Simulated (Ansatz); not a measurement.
Consider the cleavage of the B–Ge bond: `[SiH3][GeH2][B](Cl)Cl` + H₂S → `SB(Cl)Cl` + `[SiH3][GeH3]`.

Gas-phase electronic energies from Ansatz, PBE0-D4/def2-TZVP geometries. CBS: MP2 limit from def2 TZ/QZ plus the TZ coupled-cluster correction, frozen cores. This one scheme is used for every species. DFT in def2-TZVPP. B3LYP here is the variant with VWN-RPA as its local correlation; programs differ in this. For Ge outer-core shells are correlated without core-valence functions, which leaves a few kJ/mol of doubt a bond. Scalar relativity is left out up to krypton. Each species was taken in one conformer, which may not be the lowest.

```csv
level,ΔE (kJ/mol),difference from CCSD(T)/CBS
PBE-D4,-70.2,-4.9
r2SCAN-D4,-74.1,-8.8
PBE0-D4,-71.2,-5.9
B3LYP-D4,-70.5,-5.2
ωB97X-V,-71.4,-6.1
ωB97M-V,-71.6,-6.3
B2PLYP,-73.1,-7.8
PBE,-72.5,-7.2
r2SCAN,-75.3,-10.0
PBE0,-73.7,-8.4
B3LYP,-73.9,-8.6
HF/def2-TZVPP,-76.4,-11.1
MP2/def2-TZVPP,-71.4,-6.1
SCS-MP2/def2-TZVPP,-71.1,-5.8
CCSD/def2-TZVPP,-66.9,-1.6
CCSD(T)/def2-TZVPP,-66.9,-1.6
HF/def2-QZVPP,-76.9,-11.6
MP2/def2-QZVPP,-70.6,-5.3
SCS-MP2/def2-QZVPP,-70.8,-5.5
HF/CBS(def2),-76.9,-11.6
MP2/CBS(def2),-69.8,-4.5
CCSD/CBS(def2),-65.4,-0.1
CCSD(T)/CBS,-65.3,0
```

Largest T1 diagnostic among the species: 0.013.

The D4 term adds +3.4 kJ/mol with B3LYP and +2.6 kJ/mol with PBE0; it sums over pairs of atoms, weighted by their polarisabilities, and B3LYP, whose exchange is more repulsive, gets the larger term. In def2-TZVPP, CCSD(T) changes the Hartree–Fock value by +9.6 kJ/mol (the triples alone add +0.1 kJ/mol) and MP2 by +5.0 kJ/mol.
